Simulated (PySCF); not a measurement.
Vertical excitations of a molecule C6H4N2 from TDDFT-PBE0/def2-SVPD (PySCF), as energy in eV (oscillator strength): 4.29 (0.002), 5.12 (0.052), 5.13 (0.000), 5.80 (0.176), 6.05 (0.000), 6.78 (0.420), 6.82 (0.225), 7.20 (0.007), 7.25 (0.000), 7.44 (0.000). Lowest triplet (TDA): 3.64 eV. Coordinates come from a TPSSh-D3(BJ)/def2-SVP optimisation. The values are those of a single conformer.

Problem. Which structure fits?
A) N#Cc1ccncc1
B) N#Cc1cccnc1
C) C#Cc1cnccn1
D) C#Cc1ccncn1

Solution. A, N#Cc1ccncc1
